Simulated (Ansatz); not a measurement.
Basis-set extrapolation for C2H6BFSi, SMILES `C=C[SiH2]BF` (PBE0-D4/def2-TZVP geometry, frozen core, the Gaussian-basis code of Ansatz). Multiplicity 1, RHF reference.

```tsv
	def2-TZVPP	def2-QZVPP
HF	-492.392517	-492.410516
MP2 correlation	-0.788973	-0.849177
CCSD(T) correlation	-0.869678	not run
```

Energies in hartree. Use E(X) = E(∞) + A·exp(−7.88·√X) for Hartree–Fock and E(X) = E(∞) + B·X^(−2.97) for correlation, with X = 3 and 4, and add CCSD(T) minus MP2 of the smaller set to the MP2 limit.

What is the CCSD(T) energy at the basis-set limit?

HF limit: -492.410516 + (-0.017999) × 0.13774 = -492.41300. MP2 limit: -0.849177 + (-0.060204) × 0.74074 = -0.89377. Higher-order term: -0.869678 − (-0.788973) = -0.08070. Total: -493.38747 hartree, 328.9 kJ/mol below CCSD(T)/def2-TZVPP.
